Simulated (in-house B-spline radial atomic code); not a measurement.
Inner levels of promethium as electrons are removed. A shift is the extra binding of the orbital against the neutral atom ([Xe] 4f5/2(5) 6s2). The density at the nucleus is averaged over the nuclear charge. Computed with a radial B-spline atomic code at the basis-set limit: Dirac-Hartree-Fock, jj configuration that fills j = l - 1/2 first, finite nuclei.

A number in brackets counts the electrons of a j subshell.

```
  ion           configuration  shift of 4p3/2 (eV)  shift of 3p3/2 (eV)  shift of 3d5/2 (eV)  radius of 4p3/2 (bohr)  radius of 3p3/2 (bohr)  radius of 3d5/2 (bohr)  Σ<r²> (bohr²)  change of density at nucleus (bohr⁻³)
Pm10+  [Kr] 4d10 4f5/2(3) 5s2               160.22                165.4               165.71                 0.63002                 0.26143                   0.237         15.733                                 192.99
Pm11+  [Kr] 4d10 4f5/2(2) 5s2               189.35               197.38               197.65                 0.62607                 0.26142                 0.23699         14.564                                 253.51
Pm12+  [Kr] 4d10 4f5/2(1) 5s2               219.83               231.33               231.57                 0.62178                 0.26139                 0.23697         13.526                                 319.13
Pm13+           [Kr] 4d10 5s2               251.56               267.16               267.38                 0.61722                 0.26135                 0.23694         12.594                                 389.64
Pm14+           [Kr] 4d10 5s1               274.78               291.85               292.22                 0.61569                  0.2613                 0.23687          10.93                                 67.597
Pm15+               [Kr] 4d10               298.48               317.15               317.67                 0.61411                 0.26124                  0.2368         9.3453                                -278.21
Pm16+  [Kr] 4d3/2(4) 4d5/2(5)               331.06                357.5               357.97                 0.60927                 0.26101                 0.23693         8.7015                                -217.48
Pm17+  [Kr] 4d3/2(4) 4d5/2(4)               364.25               398.84                399.3                 0.60448                 0.26076                  0.2367         8.0892                                -153.61
Pm18+  [Kr] 4d3/2(4) 4d5/2(3)               398.04               441.17               441.63                 0.59974                 0.26049                 0.23646         7.5057                                -86.601
```
